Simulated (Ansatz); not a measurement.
Basis sets compared for the cluster Bi2Cl6. The state is a singlet with charge 0. Geometry PBE-D4/def2-SVP. Ansatz on 4 threads of Arm Neoverse V1 on a shared host; times are rough, and most runs start from earlier orbitals.

```tsv
atom	x (Å)	y (Å)	z (Å)
Bi1	-0.721	1.534	-1.389
Bi2	1.165	-1.732	0.667
Cl3	-1.905	1.929	0.748
Cl4	1.033	-4.207	0.962
Cl5	1.631	1.176	-0.419
Cl6	-0.698	-1.591	-1.097
Cl7	-0.338	3.898	-2.093
Cl8	-0.167	-1.008	2.621
```

In the def2 sets Bi takes a core potential; there is no spin–orbit coupling. Another isomer (singlet) lies 0.10 eV lower at PBE0-D4/def2-TZVP; other spin states weren't run for this one.

Binding counts from free atoms (Bi quartet, Cl doublet) in the same basis, without a counterpoise term.

```csv
level,functions,energy (Eh),HOMO (eV),LUMO (eV),binding per atom (eV),wall time
PBE-D4/def2-SVP,160,-3188.8159,-7.31,-3.68,2.62,2.5 s
PBE0-D4/def2-SVP,160,-3188.9729,-8.61,-3.13,2.43,4.6 s
```

(1) Estimate the rows for PBE-D4/def2-TZVP (with forces), PBE0-D4/def2-TZVP.

## Answers

(1) 
```json
{"level": "PBE-D4/def2-TZVP (with forces)", "functions": "322", "energy (Eh)": "-3189.8064", "HOMO (eV)": "-7.58", "LUMO (eV)": "-3.92", "binding per atom (eV)": "2.66", "wall time": "8.5 s"}
{"level": "PBE0-D4/def2-TZVP", "functions": "322", "energy (Eh)": "-3189.9499", "HOMO (eV)": "-8.81", "LUMO (eV)": "-3.30", "binding per atom (eV)": "2.48", "wall time": "26 s"}
```
